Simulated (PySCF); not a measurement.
## Simulated absorption spectrum

Compound: (OMe)3Sn-NH-SiH3, C3H13NO3SiSn.
Geometry (PBE0-D3(BJ)/def2-SVP, Å), atoms numbered from 1 in this order:
```xyz
22
C3H13NO3SiSn angstrom
Sn    -0.0144    0.4470   -0.3155
O      0.9311    1.5457   -1.6416
C      2.3159    1.4190   -1.8481
O     -0.7131   -1.2782   -0.9644
C      0.1319   -2.3641   -1.2297
O      1.3625    0.0560    1.0501
C      0.9956   -0.4497    2.3047
N     -1.6254    1.4392    0.3312
Si    -3.1406    0.7440    0.8387
H      2.6676    2.3218   -2.3743
H      2.8861    1.3290   -0.9064
H      2.5643    0.5468   -2.4815
H     -0.4900   -3.2666   -1.3508
H      0.8542   -2.5615   -0.4151
H      0.7096   -2.2319   -2.1643
H      0.2506    0.1833    2.8242
H      1.8954   -0.4901    2.9412
H      0.5824   -1.4755    2.2499
H     -1.5846    2.4398    0.1567
H     -2.8513   -0.6184    1.3722
H     -4.1583    0.6262   -0.2525
H     -3.7335    1.5933    1.9183
```

Method: PySCF 2.14.0, density-fitted response routines, TDDFT CAM-B3LYP/def2-SVPD, vertical, gas phase, core orbitals frozen in the response, def2 core potentials past Kr. Spin–orbit coupling is left out.

Each state is given a Gaussian of 0.4 eV full width at half maximum, with ε(max) = 2.175×10⁸ f / Δν̃ (Δν̃ the width in cm⁻¹). The width is an assumption, not a result. The curve ends short of the highest state used, and states not computed would add to its high-energy end.

(E (eV), ε (L mol⁻¹ cm⁻¹)): (4.76, 2), (4.81, 7), (4.87, 20), (4.92, 45), (4.97, 97), (5.03, 216), (5.08, 389), (5.13, 656), (5.19, 1128), (5.24, 1664), (5.30, 2472), (5.35, 3251), (5.40, 4065), (5.46, 4961), (5.51, 5506), (5.56, 5748), (5.62, 5550), (5.67, 4994), (5.73, 4009), (5.78, 3109), (5.83, 2321), (5.89, 1722), (5.94, 1627), (6.00, 2063), (6.05, 2865), (6.10, 3967), (6.16, 5434), (6.21, 6493), (6.26, 7149), (6.32, 7189), (6.37, 6591), (6.43, 5332), (6.48, 4109), (6.53, 2981), (6.59, 1993), (6.64, 1567), (6.69, 1499), (6.75, 1790), (6.80, 2216), (6.86, 2751), (6.91, 3069), (6.96, 3180), (7.02, 3004), (7.07, 2642)

**Question.** Where are the band maxima, and which computed states make them?

**Answer.** 223 nm (5.57 eV), ε about 5800, made up of S3 (25%) and S4 (62%); 197 nm (6.29 eV), ε about 7300, made up of S5 (65%) and S6 (35%); 178 nm (6.96 eV), ε about 3200, made up of S7 (89%) and S8 (10%) (ε in L mol⁻¹ cm⁻¹; maxima over ε = 5, shares over 10%). The states used: S1 5.36 eV (f 0.016); S2 5.43 eV (f 0.0057); S3 5.54 eV (f 0.022); S4 5.62 eV (f 0.055); S5 6.27 eV (f 0.071); S6 6.33 eV (f 0.039); S7 6.94 eV (f 0.042); S8 7.12 eV (f 0.0076); S9 7.64 eV (f 0.026); S10 7.67 eV (f 0.0013).

**Question.** Coming from long wavelengths, where does ε first pass 100 L mol⁻¹ cm⁻¹?

**Answer.** At about 249 nm (4.97 eV), 0.39 eV below S1.

**Question.** What would ε be at 6.29 eV, the highest of these maxima, with half the width (0.2 eV)?

**Answer.** About 13900 L mol⁻¹ cm⁻¹ against 7280, a factor of about 1.9; a lone state at its own centre would give exactly 2.

**Question.** On this curve, what absorbance would a 10⁻⁵ mol/L sample give at 254 nm over a 1 cm path?

**Answer.** 254 nm is 4.881 eV, where ε is about 24 L mol⁻¹ cm⁻¹, so A = ε c l ≈ 0.00024 (Beer–Lambert, with the gas-phase spectrum and the assumed width).

The run took 6.5 min of wall time (with the writing of density and orbital grids) on one thread, AMD EPYC (x86_64), on a shared host, and the process peaked at 1.9 GiB of memory.

One conformer stands for the species.
